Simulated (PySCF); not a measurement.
Computed shifts of a molecule C4H10BN, KT2/pcSseg-1 in PySCF, GIAO, gas phase, equivalent atoms averaged, in ppm (number of nuclei): ¹³C: 31.5 (1), 30.9 (1), 30.4 (2). ¹⁵N: 102.6 (1). ¹H: 4.12 (2), 2.20 (1), 1.69 (2), 1.53 (3), 1.04 (2). References: ¹³C against TMS (σ = 185.1 ppm); ¹¹B against BF3 (σ = 89.8 ppm); ¹⁵N against NH3 (σ = 266.2 ppm); ¹H against TMS (σ = 31.47 ppm), references at their B3LYP-D3(BJ)/def2-TZVP geometries, non-relativistic. Geometry optimised at B3LYP-D3(BJ)/def2-SVP. Other conformers were not sampled.

Task: Which structure fits?
(A) C=C(C)B(C)N
(B) C=CCB(C)N
(C) CC1CB(N)C1
(D) C=CB(C)NC

Result: C, CC1CB(N)C1
